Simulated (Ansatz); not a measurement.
A structure relaxed at PBE-D4/def2-SVP in Ansatz, charge 0, singlet:

```tsv
atom	x (Å)	y (Å)	z (Å)
Hf1	-0.169	-0.684	-1.505
Hf2	1.314	0.677	0.760
Hf3	-1.352	0.010	0.881
Si4	-0.376	1.780	-0.824
Si5	0.583	-1.782	0.689
```

Q: Give its formula and point group.

A: Hf₃Si₂ (the lowest singlet isomer of a short search). Point group C2v (tolerance 0.1 Å).

Q: Summarise the bond lengths by kind (pairs closer than 1.2 times the sum of covalent radii, bridged metal pairs left out).

A: 6 × Hf–Si 2.57 to 2.64 Å; 3 × Hf–Hf 2.75 to 3.03 Å.

In the def2 sets Hf takes a core potential; there is no spin–orbit coupling. The restricted singlet is unstable towards broken spin symmetry at other levels; at PBE-D4/def2-SVP this wasn't settled. The relaxation made no stability test and no search for a lower SCF solution. At PBE-D4/def2-SVP a triplet of charge 0 lies 0.29 eV below the restricted singlet, each at its own geometry. The structure comes from a short search, and lower isomers may exist.
